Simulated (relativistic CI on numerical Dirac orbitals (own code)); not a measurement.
Rh⁴⁺: 4d valence photoemission

Computed with this model: Dirac-Coulomb-Breit CI, separate exchange-only KLI orbitals for each configuration, model QED, valence Slater integrals scaled by 0.7, multiplet model of photoemission in the sudden approximation; configurations [Kr] 4d5 → [Kr] 4d4; 300 K; Lorentzian 0.3 eV and Gaussian 0.5 eV FWHM. Energies are those of the free ion, without screening or charge transfer. The energies are binding energies and can lie tens of eV above those of solids. S is read from ⟨S²⟩ = S(S + 1).

Field parameters in Wybourne normalisation: Oh B⁴₀ = 21Dq, B⁴₄ = √(5/14) B⁴₀. The field is a parameter set, without covalency.

Computed curve for Oh, 10Dq = 20000 cm⁻¹, scaled to 100 at the maximum (points under 2 are left out and the grid is thinned):

```
Energy (eV)  Intensity
       59.9        2.1
       60.0        2.4
       60.1        2.8
       60.2        3.2
       60.3        3.8
       60.4        4.5
       60.5        5.6
       60.6        7.1
       60.8       13.2
       60.9       19.2
       61.0       28.4
       61.1       41.4
       61.2       57.6
       61.3       75.0
       61.4       89.9
       61.5       98.9
       61.6      100.0
       61.7       93.4
       61.8       81.5
       61.9       67.7
       62.0       54.8
       62.1       44.2
       62.2       36.5
       62.4       31.1
       62.5       33.7
       62.6       38.6
       62.7       43.7
       62.8       46.2
       62.9       44.4
       63.0       38.5
       63.1       30.5
       63.2       22.7
       63.3       16.7
       63.4       12.9
       63.5       10.9
       63.6       10.2
       63.7       10.1
       63.9        9.7
       64.0        9.1
       64.1        8.2
       64.2        7.1
       64.3        6.0
       64.4        5.1
       64.5        4.4
       64.6        3.8
       64.7        3.4
       64.8        3.0
       64.9        2.8
       65.0        2.6
       65.1        2.5
       65.2        2.5
       65.3        2.5
       65.5        2.5
       65.6        2.4
       65.7        2.2
       65.8        2.0
       66.5        2.1
       66.6        2.2
       66.7        2.2
       66.8        2.0
```

The ground state has S = 0.66, and the centroid lies at 62.14 eV.
